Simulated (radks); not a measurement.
Ce47+, 11 electrons, occupied as [Ne] 3s1.

Calculated with a radial shooting solver on a logarithmic mesh with Libxc functionals: non-relativistic Kohn-Sham, PBE, spin-polarised, spherical densities, point nucleus; open shells are filled with parallel spins first (spin-orbit coupling, left out, can overturn this in heavy ions); relativity is left out, which matters for an element this heavy.

Energy parts (hartree):
total: -6373.9594
kinetic: 6373.5043
electron-nucleus: -13269.8923
Hartree: 621.0571
exchange-correlation: -98.6285

Orbitals (lengths in bohr, moments of r in powers of bohr; r(max) is where P^2 peaks; r(90%) holds 90 % of the orbital's charge):
| orbital | occ. | eigenvalue (hartree) | <1/r> | r(max) | <r^4> | r(90%) |
|---|---|---|---|---|---|---|
| 1s up | 1 | -1527.516 | 57.50 | 0.01734 | 2.113e-06 | 0.0465 |
| 1s down | 1 | -1527.417 | 57.49 | 0.01735 | 2.113e-06 | 0.0465 |
| 2s up | 1 | -331.2078 | 13.53 | 0.09454 | 0.0003330 | 0.168 |
| 2s down | 1 | -331.0708 | 13.53 | 0.09455 | 0.0003324 | 0.168 |
| 2p up | 3 | -321.1346 | 13.50 | 0.07365 | 0.0002114 | 0.150 |
| 2p down | 3 | -321.0189 | 13.51 | 0.07364 | 0.0002110 | 0.150 |
| 3s up | 1 | -138.2151 | 5.711 | 0.2476 | 0.008347 | 0.374 |
| 3s down | 0 | -137.5345 | 5.724 | 0.2472 | 0.008303 | 0.373 |
| 3p up | 0 | -134.6807 | 5.665 | 0.2324 | 0.007142 | 0.361 |
| 3p down | 0 | -134.0525 | 5.681 | 0.2319 | 0.007091 | 0.360 |
| 4s up | 0 | -75.39736 | 3.148 | 0.4790 | 0.08436 | 0.660 |

The highest occupied level is 3s up at -3761.0 eV. Summed over all electrons, <r^2> = 0.1693 bohr^2, which gives a Langevin (diamagnetic) susceptibility term of -0.134 x 10^-6 cm^3/mol. The spin density at the nucleus is 1804 e/bohr^3 (1s 6, 2s -2, 3s 1800). Spin moment in Bohr magnetons: 1. Virial ratio -V/T = 2.00007.
